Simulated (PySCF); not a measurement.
**Electronic structure of Ar¹²⁺ (argon, charge +12) at the r2SCAN level**

Configuration: [He] 2s2 2p2, high-spin 3P determinant. All numbers are calculated (PySCF 2.14, scalar relativity by spin-free X2C-1e, in an even-tempered Gaussian basis (20 s from 1.6 bohr⁻², ratio 2.2; 11 p from 2 bohr⁻², ratio 2.2; 6 d from 10 bohr⁻², ratio 2.4; 5 f from 15 bohr⁻², ratio 2.4; 5 g from 22 bohr⁻², ratio 2.4)).

```json
{
 "Total energy": "-432.2589 hartree",
 "One-electron energy": "-484.8365 hartree",
 "Hartree (Coulomb) energy": "71.4230 hartree",
 "Exchange-correlation energy": "-18.8454 hartree",
 "⟨S²⟩": "2.0004",
 "⟨L²⟩": "2.001",
 "Sum of ⟨r⟩": "1.577 bohr",
 "Sum of ⟨r²⟩": "0.6107 bohr²",
 "Traceless quadrupole moment −½Σ⟨3z² − r²⟩ along its main axis": "0.0513 e·bohr²",
 "Time after the integrals": "2.3 s of wall time on 2 threads of Neoverse-N1 (shared host)"
}
```

```tsv
shell	electrons	mean orbital energy (hartree)	rms radius, mean of both spins (bohr)
1s α	1	-134.08577	0.0986
1s β	1	-133.75048	0.0986
2s α	1	-25.96767	0.407
2s β	1	-25.38553	0.407
2p α	2	-24.17194	0.360
```

Densities and radii are taken from the X2C orbitals without a picture-change correction, which distorts them close to the nucleus.
